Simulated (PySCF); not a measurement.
FHOSe, SMILES O[Se]F.

Coordinates come from a B3LYP-D3(BJ)/def2-TZVP optimisation. One conformer was computed; it need not be the lowest.

The numbers are results of CAM-B3LYP/def2-TZVPD run with PySCF, not measurements.

* **total energy**: -2577.35458 hartree
* **highest occupied level**: -8.38 eV
* **lowest empty level**: -0.83 eV
* **orbital gap**: 7.55 eV
* **dipole moment**: 0.452 e·Å
* **quadrupole, principal values (traceless, Buckingham form, about the centre of nuclear charge)**: -4.80, -1.80, 6.60 D·Å
* **mean static polarisability**: 34.0 bohr³ (5.04 Å³)
* **polarisability, principal values**: 30.9, 32.7, 38.5 bohr³
